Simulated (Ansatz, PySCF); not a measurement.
Te(I)(SMe) (CH3ISTe), SMILES CS[Te]I.

Geometry optimised at B3LYP-D3(BJ)/def2-SVP. This is a generated structure with no PubChem entry under its InChIKey; it may be hypothetical. The def2 effective core potentials stand for the cores of I, Te; spin–orbit coupling is left out. The values are those of a single conformer.

Vertical ionisation energy (IE) and electron affinity (EA) in eV. Rows of orbital energies are one-electron estimates. Where ΔSCF, EOM or ADC give a negative EA the extra electron is unbound and the value depends on the basis.

```csv
level,IE,EA
"−ε(HOMO), −ε(LUMO), PBE0/def2-TZVP (PySCF)",6.44,2.92
"−ε(HOMO), −ε(LUMO), PBE/def2-TZVP (PySCF)",5.37,3.57
"ΔSCF, PBE0/def2-SVPD (Ansatz), final states of multiplicity 2 and 2",8.27,1.44
"ΔSCF, PBE/def2-SVPD (Ansatz), final states of multiplicity 2 and 2",8.00,1.34
```

What vertical singlet–triplet gap does ΔSCF give with PBE0/def2-SVPD (Ansatz, a program for electronic structure) and with PBE/def2-SVPD (Ansatz)? (An estimate is asked for; the answer gives what the named calculation found.)

1.61 and 1.56 eV (triplet above singlet where positive).
